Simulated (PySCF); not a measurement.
Two species compared at the same levels of theory.

First species: C5H12F3NSi.
SMILES: `CN[C@@](C)([SiH2]C)C(F)(F)F`

Second species: C4H12F2Si2.
SMILES: `C[SiH2]C[C@H](CF)[SiH2]F`

Levels: PBE0/pcSseg-1 for dipole moment, HOMO energy, LUMO energy and HOMO–LUMO gap; GFN2-xTB for rotational constant A and rotational constant C. Geometries: GFN2-xTB. Each species is one conformer at its optimised geometry, gas phase, non-relativistic unless stated. Electronic properties by PySCF.

Dipoles, sizes and rotational constants follow the conformer. The torsions of the flexible species, by atom-mapped SMILES:
- `[CH3:1][NH:2][C@@:3]([CH3:4])([SiH2:5][CH3:6])[C:7]([F:8])([F:9])[F:10]`: C1–N2–C3–C4 68°, N2–C3–Si5–C6 56°, N2–C3–C7–F8 -164°
- `[CH3:1][SiH2:2][CH2:3][C@H:4]([CH2:5][F:6])[SiH2:7][F:8]`: C1–Si2–C3–C4 172°, Si2–C3–C4–C5 -173°, C3–C4–C5–F6 -73°, C3–C4–Si7–F8 -81°

Values for the first species:

```
Dipole moment         : 2.44 D
HOMO energy           : -6.69 eV
LUMO energy           : 0.85 eV
HOMO–LUMO gap         : 7.54 eV
Rotational constant A : 1.342 GHz
Rotational constant C : 0.896 GHz
```

Question: Estimate the same properties for the second species, and the change in each.

Answer: 
```tsv
property	first	second	second less first
dipole moment	2.44 D	1.95 D	-0.49 D
HOMO energy	-6.69 eV	-8.40 eV	-1.71 eV
LUMO energy	0.85 eV	0.46 eV	-0.39 eV
HOMO–LUMO gap	7.54 eV	8.86 eV	+1.32 eV
rotational constant A	1.342 GHz	1.630 GHz	+0.288 GHz
rotational constant C	0.896 GHz	0.609 GHz	-0.287 GHz
```

On the first: The dipole matches unit charges of opposite sign 0.51 Å apart (1 e·Å = 4.8032 D).

On the second: A dipole of 1.95 D is allowed in C1, and pure rotational transitions are dipole-allowed. The dipole equals about 6.5 × 10⁻³⁰ C·m (1 D = 3.33564 × 10⁻³⁰ C·m).
